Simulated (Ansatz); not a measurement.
`C[O][Mo]([CH3])(=[S])=[S]` at its PBE0-D4/def2-TZVP geometry, where that method's forces vanish. Charge 0, multiplicity 1. Mo takes the def2 core potential.

```tsv
atom	x (Å)	y (Å)	z (Å)
C1	1.768	-0.774	-1.315
O2	0.536	-0.192	-0.971
Mo3	-0.237	0.885	0.289
C4	-1.867	-0.136	1.111
S5	-1.046	2.655	-0.511
S6	1.034	1.301	1.906
H7	1.578	-1.778	-1.702
H8	2.426	-0.834	-0.445
H9	2.245	-0.176	-2.096
H10	-2.369	0.473	1.864
H11	-1.502	-1.060	1.569
H12	-2.565	-0.362	0.300
```

Q: For each bond, give half the difference of the two atoms' forces along it (eV/Å; positive pushes the atoms apart) under PBE-D4, r2SCAN-D4, B3LYP-D4, ωB97M-V in def2-TZVPP. (Estimate.)

A: Ansatz gave: 
| bond | length (Å) | PBE-D4 | r2SCAN-D4 | B3LYP-D4 | ωB97M-V |
| --- | --- | --- | --- | --- | --- |
| C1–O2 | 1.405 | 0.06 | 0.17 | 0.17 | 0.41 |
| C1–H7 | 1.093 | 0.10 | -0.05 | -0.10 | -0.16 |
| C1–H8 | 1.093 | 0.08 | -0.06 | -0.08 | -0.11 |
| C1–H9 | 1.093 | 0.08 | -0.07 | -0.10 | -0.13 |
| O2–Mo3 | 1.829 | 0.16 | 0.07 | 0.10 | -0.06 |
| Mo3–C4 | 2.091 | -0.21 | -0.11 | 0.09 | 0.21 |
| Mo3–S5 | 2.104 | 0.46 | 0.29 | 0.27 | -0.25 |
| Mo3–S6 | 2.099 | 0.45 | 0.29 | 0.29 | -0.25 |
| C4–H10 | 1.091 | 0.11 | -0.01 | -0.08 | -0.07 |
| C4–H11 | 1.093 | 0.10 | -0.02 | -0.08 | -0.07 |
| C4–H12 | 1.094 | 0.10 | -0.03 | -0.08 | -0.06 |

B3LYP here is the variant with VWN-RPA as its local correlation; programs differ in this.
